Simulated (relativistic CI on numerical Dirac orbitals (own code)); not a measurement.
# Radial parameters of Lu61+

Method of calculation: Dirac-Coulomb-Breit CI, orbitals from a KLI potential per configuration, model QED (radiative potential, 1s self-energy scaled to tabulated hydrogen-like ionisation energies), unscaled Slater integrals (own radial code, finite nucleus).

Slater integrals F^k, G^k are unscaled and averaged over j, outside the closed core 1s2; ζ comes from projecting the Hamiltonian with its Breit term on Σ l·s of the shell.

- 2s2 2p5 3s: ζ(2p) = 6.1566e+06, G^1(2p,3s) = 142440 cm⁻¹; <r>(2p) = 0.07061, <r^2>(2p) = 0.006087, <r>(3s) = 0.1902, <r^2>(3s) = 0.04136 (bohr units).
- 2s2 2p5 3p: ζ(2p) = 6.1552e+06, F^2(2p,3p) = 373510, G^0(2p,3p) = 149680, G^2(2p,3p) = 163530, ζ(3p) = 1.6925e+06 cm⁻¹; <r>(2p) = 0.07064, <r^2>(2p) = 0.006092, <r>(3p) = 0.1852, <r^2>(3p) = 0.03973 (bohr units).
- 2s2 2p5 3d: ζ(2p) = 6.16e+06, F^2(2p,3d) = 487110, G^1(2p,3d) = 461160, G^3(2p,3d) = 266750, ζ(3d) = 239150 cm⁻¹; <r>(2p) = 0.07064, <r^2>(2p) = 0.006094, <r>(3d) = 0.1626, <r^2>(3d) = 0.0304 (bohr units).

Averages of the first 10 configurations, taken without configuration mixing, which lowers the lowest level and can move excited configurations by several eV; other configurations of the list can lie among them:

```
Configuration  Parity  States  Average energy above the lowest level (eV)
      2s2 2p6    even       1                                         0.3
   2s2 2p5 3s     odd      12                                      7993.2
   2s2 2p5 3p    even      36                                      8343.3
   2s2 2p5 3d     odd      60                                      8651.7
    2s 2p6 3s    even       4                                      9218.0
    2s 2p6 3p     odd      12                                      9562.8
    2s 2p6 3d    even      20                                      9871.1
   2s2 2p5 4s     odd      12                                     11000.3
   2s2 2p5 4p    even      36                                     11144.3
   2s2 2p5 4d     odd      60                                     11267.1
```
